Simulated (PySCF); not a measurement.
Ligands exchanged one at a time, In CH3-H. Isolated molecules, 0 K electronic values unless said otherwise. Strings in code marks are SMILES.

The S1 excitation (TDA) from two functionals at the same geometries (M06-2X/def2-TZVP), both in PySCF: PBE-D3(BJ)/def2-TZVP and M06-2X/def2-TZVP. Excitations are Tamm–Dancoff values on a coarser integration grid. The basis has no diffuse functions, so Rydberg states are missing or too high.

| species | M06-2X/def2-TZVP (eV) |
|---|---|
| 0 of 3 CH3 replaced by H (`[CH3][In]([CH3])[CH3]`) | 4.67 |
| 1 of 3 CH3 replaced by H (`[CH3][InH][CH3]`) | 4.54 |
| 2 of 3 CH3 replaced by H (`[CH3][InH2]`) | 4.56 |

Q: What does PBE-D3(BJ)/def2-TZVP give for each?

A: 
- 0 of 3 CH3 replaced by H (`[CH3][In]([CH3])[CH3]`): 4.33
- 1 of 3 CH3 replaced by H (`[CH3][InH][CH3]`): 4.19
- 2 of 3 CH3 replaced by H (`[CH3][InH2]`): 4.21
Over these rows, drawn at random from the members with no instability flagged (it was tested for open shells, ions and some series alone), PBE minus M06-2X: mean -0.35 eV, from -0.35 eV to -0.34 eV.
